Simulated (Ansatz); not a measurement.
`[OH][GeH]([F])[SiH3]` → `[OH][GeH]` + `F[SiH3]` at 600 K and 1 bar (germylene formation by 1,1-elimination).

Calculated with Ansatz (gas phase, PBE0-D4/def2-TZVP geometries, no zero-point term in ΔE). CBS: MP2 limit from def2 TZ/QZ plus the TZ coupled-cluster correction, frozen cores. This one scheme is used for every species. For Ge outer-core shells are correlated without core-valence functions, which leaves a few kJ/mol of doubt a bond. Scalar relativity is left out up to krypton. Each species was taken in one conformer, which may not be the lowest.

| species | CCSD(T)/CBS energy (Eh) | H − E (kJ/mol) | S (J/(mol·K)) |
| --- | --- | --- | --- |
| `[OH][GeH]([F])[SiH3]` | -2543.22347 | 190.5 | 448.7 |
| `[OH][GeH]` | -2152.47759 | 79.9 | 292.6 |
| `F[SiH3]` | -390.72345 | 101.0 | 280.0 |

H − E and S are ideal-gas, rigid-rotor, harmonic terms from PBE0-D4/def2-TZVP, for one conformer and one mirror image of each species. 1 Eh = 2625.50 kJ/mol, R = 8.31446 J/(mol·K).

Q: By hand: ΔE, ΔH, ΔS and ΔG.

A: ΔE = (-2152.47759) + (-390.72345) − (-2543.22347) = 0.02243 Eh = 58.9 kJ/mol. Δ(H − E) = 79.9 + 101.0 − 190.5 = -9.6, so ΔH = 49.3 kJ/mol. ΔS = 292.6 + 280.0 − 448.7 = 123.9 J/(mol·K). ΔG = 49.3 − 600 × (123.9)/1000 = -25.0 kJ/mol.

Q: By hand: the equilibrium constant, and the temperature at which ΔG would vanish if ΔH and ΔS stayed fixed.

A: log₁₀ K = −ΔG/(RT ln 10) = 2.2. ΔG = 0 at ΔH/ΔS = 398 K.

The number of gas molecules changes by +1, which sets the sign of ΔS. A doubt of 5 kJ/mol in ΔE shifts log₁₀ K by 0.4 here. Other conformers and mirror images would add mixing entropy, several J/(mol·K) or more a flexible species. These are equilibria of isolated gas molecules and say nothing of rates. Largest T1 diagnostic: 0.016 (customary marks: 0.02 for closed shells, 0.045 for open ones).
